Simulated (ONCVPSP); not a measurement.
## Ar (Z = 18): variants of one ONCV potential

Base potential:

| Quantity | Value |
| --- | --- |
| Element | argon (Ar) |
| Generator | ONCVPSP 4.0.1 |
| Type | optimised norm-conserving Vanderbilt (ONCV) |
| Functional | PBE |
| Relativity | scalar-relativistic |
| Frozen core | [Ne] |
| Valence charge | 8 |
| Reference configuration | 3s2 3p6 |
| Partial waves | 3s: rc 1.00 bohr, ncon 4, nbas 8, qcut 5.9 1/bohr, 2 projectors, debl 3.5 Ha; 3p: rc 1.40 bohr, ncon 4, nbas 7, qcut 6.8 1/bohr, 1 projector; d scattering state at 0.29 Ha: rc 1.25 bohr, ncon 4, nbas 7, qcut 9.2 1/bohr, 2 projectors, debl 3.4 Ha |
| Local potential | polynomial inside 0.75 bohr (lpopt 1, dvloc0 0 Ha) |
| Core correction | none |

All-electron outer shells of the reference configuration (PBE, scalar-relativistic, ld1.x):

| shell | level (eV) | outermost node (bohr) | outermost maximum (bohr) |
| --- | --- | --- | --- |
| 2s | -296.99 | 0.12 | 0.34 |
| 2p | -229.89 | – | 0.28 |
| 3s | -24.29 | 0.52 | 1.17 |
| 3p | -10.27 | 0.49 | 1.30 |

Cutoffs, loose and tight: the cutoffs (Ha) at which the residual kinetic energy of the hardest occupied pseudo-wave falls to 1 and 0.1 mHa per electron. They do not see the model core or the augmentation charge, which bear on the density cutoff. Test errors are all-electron minus pseudo excitation energies from the reference, over the configurations 3s2 3p5; 3s2 3p4; 3s2 3p3; 3s2 3p5.5. A dash means not determined; rows that change the core or the reference have their own tests.

A true bound ghost makes a file unfit for plane-wave use even where its test errors are small: the radial tests pick states by their node count and pass the ghost by.

```csv
change,outcome,"cutoff, loose","cutoff, tight",bound ghosts,GHOST(+) flags above zero,largest test error (meV)
base,generated,33 Ha,165 Ha,none,s,+77
"local potential polynomial inside 0.75 bohr (lpopt 1, dvloc0 -2 Ha)",generated,33 Ha,165 Ha,none,s,+78
d: qcut 10.7,generated,33 Ha,165 Ha,none,s,+77
"local potential polynomial inside 0.75 bohr (lpopt 3, dvloc0 6 Ha)",generated,33 Ha,165 Ha,none,s,+70
p: rc 1.28,generated,33 Ha,165 Ha,none,s,+78
reference 3s2 3p5,generated,33 Ha,165 Ha,none,s,+46
p: nbas 9,generated,33 Ha,165 Ha,none,s,+76
non-relativistic,generated,46 Ha,167 Ha,none,s,+85
s: qcut 8.8,generated,34 Ha,155 Ha,s,none,+74
p: rc 1.18,generated,33 Ha,165 Ha,none,s,+79
s: nproj 3,generated,33 Ha,165 Ha,s,s,+76
```

(1) What comes out with this change to the base: s: qcut 6.5; p: qcut 7.5; d: qcut 10.2?

Results:

(1) outcome: generated; cutoff, loose: 48 Ha; cutoff, tight: 168 Ha; bound ghosts: s; GHOST(+) flags above zero: none; largest test error (meV): +74.
